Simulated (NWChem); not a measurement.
The numbers come from NWChem runs, not from measurements. System: Cl₂Te, charge 1, spin multiplicity 2, at the geometry of a parent with another charge or spin, in a state set for the comparison that need not be this species' ground state. Its SCF solution wasn't tested for a lower state. Level: UMP2/def2-TZVPD with def2 effective core potentials on Te, 14 core orbitals frozen.

The NWChem input:

```
start mol
memory heap 200 mb stack 900 mb global 1100 mb
charge 1
geometry units angstroms nocenter noautoz
  Te     0.000000     0.000000    -0.595538
  Cl     1.851395     0.000000     0.910822
  Cl    -1.851395     0.000000     0.910822
  symmetry group C2v
end
basis spherical
  * library def2-tzvpd
end
ecp
  Te library def2-ecp
end
scf
  uhf
  nopen 1
  maxiter 100
  thresh 1e-7
  semidirect memsize 60000000 filesize 0
  # guess.movecs holds the orbitals of an unrestricted PBE0 run
  vectors input guess.movecs output mol.movecs
end
mp2
  freeze core 14
end
task mp2 energy
```

Part of the output:

```
             Northwest Computational Chemistry Package (NWChem) 7.3.0
             --------------------------------------------------------

                                NWChem Input Module
                                -------------------

 Scaling coordinates for geometry "geometry" by  1.889725989
 (inverse scale =  0.529177249)

 Turning off AUTOSYM since
 SYMMETRY directive was detected!

                             Geometry "geometry" -> ""
                             -------------------------

 Output coordinates in angstroms (scale by  1.889725989 to convert to a.u.)

  No.       Tag          Charge          X              Y              Z
 ---- ---------------- ---------- -------------- -------------- --------------
    1 Te                  52.0000     0.00000000     0.00000000    -0.59553800
    2 Cl                  17.0000     1.85139500     0.00000000     0.91082200
    3 Cl                  17.0000    -1.85139500     0.00000000     0.91082200

 Effective nuclear repulsion energy (a.u.)     433.2860812863

            Nuclear Dipole moment (a.u.)
            ----------------------------
        X                 Y               Z
 ---------------- ---------------- ----------------
     0.0000000000     0.0000000000    -0.0000529123

      Symmetry information
      --------------------

 Group name             C2v
 Group number             16
 Group order               4
 No. of unique centers     2

      Symmetry unique atoms

     1    2


 Summary of "ao basis" -> "" (spherical)
 ------------------------------------------------------------------------------
       Tag                 Description            Shells   Functions and Types
 ---------------- ------------------------------  ------  ---------------------
 *                         def2-tzvpd                 on all atoms

 Summary of "ao basis" -> "ao basis" (spherical)
 ------------------------------------------------------------------------------
       Tag                 Description            Shells   Functions and Types
 ---------------- ------------------------------  ------  ---------------------
 Te                        def2-tzvpd               19       59   7s6p4d2f
 Cl                        def2-tzvpd               16       46   6s6p3d1f

                                 NWChem SCF Module
                                 -----------------

  ao basis        = "ao basis"
  functions       =   151
  atoms           =     3
  alpha electrons =    29
  beta  electrons =    28
  charge          =   1.00
  wavefunction    = UHF
  use symmetry    = T
  symmetry adapt  = T

 Summary of "ao basis" -> "ao basis" (spherical)
 ------------------------------------------------------------------------------
       Tag                 Description            Shells   Functions and Types
 ---------------- ------------------------------  ------  ---------------------
 Te                        def2-tzvpd               19       59   7s6p4d2f
 Cl                        def2-tzvpd               16       46   6s6p3d1f

      Symmetry analysis of basis
      --------------------------

        a1         56
        a2         21
        b1         45
        b2         29

 Forming initial guess at       0.1s

   Symmetry analysis of molecular orbitals - initial alpha
   -------------------------------------------------------

  Numbering of irreducible representations:

     1 a1          2 a2          3 b1          4 b2

  Orbital symmetries:

     1 a1          2 b1          3 a1          4 b1          5 b1
[...]

   Mulliken analysis of the beta density
   -------------------------------------

    Atom       Charge   Shell Charges
 -----------   ------   -------------------------------------------------------
    1 Te  24    10.88   0.14 -0.42  0.78  0.50  0.61  0.34  0.00 -0.25  3.22  0.28  0.57 -0.01 -0.00  4.57  0.44  0.10 -0.03  0.03  0.00
    2 Cl  17     8.56   1.01  0.22  0.76  0.56  0.44 -0.00  2.09  0.85  0.51  1.40  0.69  0.01  0.00  0.02  0.00  0.00
    3 Cl  17     8.56   1.01  0.22  0.76  0.56  0.44 -0.00  2.09  0.85  0.51  1.40  0.69  0.01  0.00  0.02  0.00  0.00

   Mulliken analysis of the spin density
   -------------------------------------

    Atom       Charge   Shell Charges
 -----------   ------   -------------------------------------------------------
    1 Te  24     1.05  -0.00  0.00  0.00 -0.00  0.01  0.01 -0.01 -0.01  0.02  0.31  0.62  0.10  0.00 -0.02  0.02  0.01 -0.00 -0.00 -0.00
    2 Cl  17    -0.03   0.00  0.00 -0.00  0.00 -0.00 -0.00  0.00 -0.00  0.01  0.01 -0.03 -0.00  0.00  0.00 -0.01 -0.00
    3 Cl  17    -0.03   0.00  0.00 -0.00  0.00 -0.00 -0.00  0.00 -0.00  0.01  0.01 -0.03 -0.00  0.00  0.00 -0.01 -0.00

       Multipole analysis of the density wrt the origin
       ------------------------------------------------

     L   x y z        total         alpha         beta         nuclear
     -   - - -        -----         -----         ----         -------
     0   0 0 0      1.000000    -29.000000    -28.000000     58.000000

     1   1 0 0      0.000000     -0.000000      0.000000      0.000000
     1   0 1 0     -0.000000     -0.000000     -0.000000      0.000000
     1   0 0 1     -0.950816    -15.700515    -16.761550     31.511249

     2   2 0 0    -30.464865   -224.160031   -222.478658    416.173825
     2   1 1 0      0.000000     -0.000000      0.000000      0.000000
     2   1 0 1     -0.000000      0.000000     -0.000000      0.000000
     2   0 2 0    -34.631677    -19.444003    -15.187674      0.000000
     2   0 1 1     -0.000000     -0.000000     -0.000000      0.000000
     2   0 0 2    -31.083508    -82.401907    -79.804870    131.123270

                   NWChem MP2 Semi-direct Energy/Gradient Module
                   ---------------------------------------------

  Basis functions       =    151
  Molecular orbitals    =    151
  Frozen core           =     14
  Frozen virtuals       =      0
  Active alpha occupied =     15
  Active beta occupied  =     14
  Active alpha virtual  =    122
  Active beta virtual   =    123
  Use MO symmetry       = T
  Use skeleton AO sym   = T

  AO/Fock/Back tols     =   1.0D-09  1.0D-09  1.0D-09

 GA uses MA = F    GA memory limited = T

 Available:
  local mem=  1.26D+08
 global mem=  1.44D+08
 local disk=  0.00D+00
  mp2_memr nvloc                   122
  nvloc new                   122
   1 passes of  15:        5242880                     137977                  68437471.
   1 passes of  15: M    126136727           G      144133598           F     120893847.

 Semi-direct pass number   1 of   1  for UHF alpha       at        6.4s
  vrange nnbf                 10993
  mp2_eaftype                   261  avail_ma_in_mb                  1099
 EAF : mp2_eaftype filesize         261   34218736.
  mp2_eaf for mointskh                    261
Node 0 wrote    160.9 Mb in      0.0 s     Agg I/O rate:  5437.7 Mb/s
 Done moints_semi at       14.2s
  mp2_eaftype                   261  avail_ma_in_mb                   838
 EAF : mp2_eaftype filesize         261   34218736.
  mp2_eaf for kh                   261
 Done maket at       14.5s
 Done multipass loop at       14.5s

 GA uses MA = F    GA memory limited = T

 Available:
  local mem=  1.26D+08
 global mem=  1.44D+08
 local disk=  0.00D+00
  mp2_memr nvloc                   123
  nvloc new                   123
   1 passes of  14:        5242880                     132579                  64400842.
   1 passes of  14: M    126136727           G      144133598           F     120893847.

 Semi-direct pass number   1 of   1  for UHF beta        at       14.6s
  vrange nnbf                 10993
  mp2_eaftype                   245  avail_ma_in_mb                  1099
 EAF : mp2_eaftype filesize         245   32200421.
  mp2_eaf for mointskh                    245
Node 0 wrote    151.4 Mb in      0.0 s     Agg I/O rate:  5457.1 Mb/s
 Done moints_semi at       22.2s
  mp2_eaftype                   245  avail_ma_in_mb                   854
 EAF : mp2_eaftype filesize         245   32200421.
  mp2_eaf for kh                   245
 Done maket at       22.6s
 Done multipass loop at       22.6s

          -------------------------------------------
          SCF energy               -1185.746599812794
          Correlation energy          -0.805342498159
          Singlet pairs                0.000000000000
          Triplet pairs                0.000000000000
          Total MP2 energy         -1186.551942310953
          -------------------------------------------

          ---------------------------------------------------
                    Spin Component Scaled (SCS) MP2
          Same spin pairs                     -0.254035229098
          Same spin scaling factor             0.333333333333
          Opposite spin pairs                 -0.551307269060
          Opposite spin scaling fact.          1.200000000000
          SCS-MP2 correlation energy          -0.746247132572
          Total SCS-MP2 energy             -1186.492846945366
          ---------------------------------------------------

 -----------------------
 Performance information
 -----------------------

 Timer overhead =  1.51D-07 seconds/call

               Nr. of calls         CPU time (s)                 Wall time (s)                GFlops
             ---------------    -------------------     ------------------------------   -------------------
Name         Min   Avg   Max    Min     Avg     Max     Min     Avg     Max   Mx/calls   Min     Max     Sum
mp2: moin     2     2     2    15.     15.     15.      15.     15.     15.     7.7      0.0     0.0     0.0
mp2: make     2     2     2   0.71    0.71    0.71     0.71    0.71    0.71    0.36      0.0     0.0     0.0
mp2: tota     1     1     1    16.     16.     16.      16.     16.     16.     16.      0.0     0.0     0.0

 The average no. of pstat calls per process was 5.00D+00
 with a timing overhead of 7.54D-07s

 Task  times  cpu:       22.6s     wall:       22.6s

 Total times  cpu:       22.6s     wall:       22.6s
```
